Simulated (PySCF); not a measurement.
A structure optimised at PBE-D3(BJ)/def2-SVPD, used in a PySCF frequency run:

```
Te
F 1 2.0482
F 1 2.0482 2 77.83
F 1 2.0716 2 88.37 3 -88.69
F 1 2.0716 2 88.37 3 88.69
```
Charge -1, spin multiplicity 2.

Write its SMILES, formula and point group.

F[Te-](F)(F)F, F4Te, C2v

What are its rotational constants (standard atomic weights)?

3.6134, 2.2387, 2.1074 GHz
